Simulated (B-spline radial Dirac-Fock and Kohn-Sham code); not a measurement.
## Dispersion corrections for Pr to Au

The computed values come from a B-spline atomic structure program: the dispersion relation over Dirac-Hartree-Slater subshell photoionisation cross sections, with the Kissel-Pratt high-energy constant (isolated atom, no bound-bound lines or fine structure). Values in electrons; * marks an element with an edge within 2 % of one of the energies, where the values are sensitive to the edge position.

| Z | element | f′ at 1253.6 eV | f″ at 1253.6 eV | f′ at 6403.9 eV | f″ at 6403.9 eV | f′ at 24209.8 eV | f″ at 24209.8 eV |
| --- | --- | --- | --- | --- | --- | --- | --- |
| 59 | Pr* | -22.968 | 29.639 | -10.987 | 9.379 | -0.637 | 1.615 |
| 60 | Nd | -23.329 | 27.540 | -10.610 | 9.977 | -0.589 | 1.731 |
| 61 | Pm* | -24.653 | 29.186 | -13.095 | 3.735 | -0.545 | 1.853 |
| 62 | Sm | -27.926 | 31.584 | -9.286 | 3.996 | -0.503 | 1.981 |
| 63 | Eu | -31.975 | 33.253 | -7.955 | 4.262 | -0.467 | 2.115 |
| 64 | Gd | -44.380 | 34.375 | -7.109 | 4.550 | -0.437 | 2.253 |
| 65 | Tb* | -57.169 | 17.618 | -6.497 | 4.856 | -0.401 | 2.402 |
| 66 | Dy | -41.437 | 7.780 | -6.039 | 5.161 | -0.375 | 2.555 |
| 67 | Ho | -36.358 | 8.277 | -5.658 | 5.485 | -0.353 | 2.715 |
| 68 | Er | -33.667 | 8.814 | -5.344 | 5.833 | -0.334 | 2.883 |
| 69 | Tm | -31.861 | 9.390 | -5.073 | 6.184 | -0.319 | 3.057 |
| 70 | Yb | -30.530 | 9.977 | -4.847 | 6.550 | -0.311 | 3.239 |
| 71 | Lu | -29.199 | 10.640 | -4.664 | 6.912 | -0.313 | 3.425 |
| 72 | Hf | -28.157 | 11.351 | -4.486 | 7.320 | -0.316 | 3.624 |
| 73 | Ta | -27.341 | 12.097 | -4.342 | 7.749 | -0.326 | 3.829 |
| 74 | W | -26.695 | 12.903 | -4.218 | 8.187 | -0.343 | 4.043 |
| 75 | Re | -26.176 | 13.746 | -4.118 | 8.624 | -0.368 | 4.262 |
| 76 | Os | -25.775 | 14.639 | -4.035 | 9.096 | -0.401 | 4.491 |
| 77 | Ir | -25.608 | 15.448 | -3.982 | 9.589 | -0.443 | 4.729 |
| 78 | Pt | -25.407 | 16.493 | -3.922 | 10.109 | -0.491 | 4.977 |
| 79 | Au | -25.287 | 17.534 | -3.892 | 10.638 | -0.552 | 5.232 |
